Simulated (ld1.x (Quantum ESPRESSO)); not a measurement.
# Before and after: TM potential for aluminium

- Element: aluminium
- Generator: ld1.x (Quantum ESPRESSO) 7.5
- Type: norm-conserving Troullier–Martins (Kleinman–Bylander form)
- Functional: LDA (PZ)
- Relativity: non-relativistic
- Frozen core: [Ne]
- Valence charge: 3
- Reference configuration: 3s2 3p1
- Partial waves: 3s (bound): rc 1.95 bohr; 3p (bound): rc 2.95 bohr
- Local potential: all-electron potential smoothed inside 1.65 bohr (lloc = -2)
- Core correction: none

All-electron outer shells of the reference configuration (LDA (PZ), non-relativistic, ld1.x):

```csv
shell,level (eV),outermost node (bohr),outermost maximum (bohr)
3s,-7.81,0.80,2.06
3p,-2.80,0.82,2.64
```

Change: core correction a·sin(br)/r model core inside 0.88 bohr.

Cutoffs: the cutoffs (Ry, on a coarse ladder) from which the occupation-weighted sum of valence levels, in a spherical-Bessel basis at the reference potential, stays within 10 and 1 mRy of its value at 400 Ry; they do not see the model core or the augmentation charge, which bear on the density cutoff. Errors are all-electron minus pseudo energies relative to the spin-unpolarised reference configuration.

Problem. What does the change do?

Solution. The potential gets neither clearly harder nor softer (10 Ry and 30 Ry → 10 Ry and 30 Ry); of the 9 tests that both files solve, the error grows in 0 and shrinks in 7 by more than 15 % and 0.3 meV (median size 8.0 → 2.1 meV); neither file shows a bound ghost. Exchange and correlation are not linear in the density, so unscreening with the valence charge alone errs where core and valence overlap; a model core restores that term. A model core, the more so a compact one, raises the density cutoff, which this test does not measure.

```csv
quantity,base,changed
"cutoff, loose",10 Ry,10 Ry
"cutoff, tight",30 Ry,30 Ry
bound ghosts,none,none
"error for 3s2 3p0, meV [ΔE 5.86 eV]",+3.7,+2.1
"error for 3s1 3p0, meV [ΔE 25.20 eV]",+90,+15
"error for 3s2 3p0.5, meV [ΔE 2.13 eV]",+0.6,+0.4
"error for 3s1 3p1, meV [ΔE 11.64 eV]",+23,+4.9
"error for 3s1 3p2, meV [ΔE 5.12 eV]",+8.0,-0.3
"error for 3s0 3p3, meV [ΔE 10.44 eV]",+35,-2.4
"error for 3s2 3p1.3, meV [ΔE -0.60 eV]",+0.1,+0.1
"error for 3s2 3p1 (spin-polarised), meV [ΔE -0.14 eV]",+6.6,+0.6
"error for 3s1 3p0 (spin-polarised), meV [ΔE 24.77 eV]",+224,+10
s: phases at 3.21 bohr within 0.05 rad from the reference energy up to (Ry; the scan ends near 5),1.1,1.1
p: phases at 3.21 bohr within 0.05 rad from the reference energy up to (Ry; the scan ends near 5),1.7,1.7
```
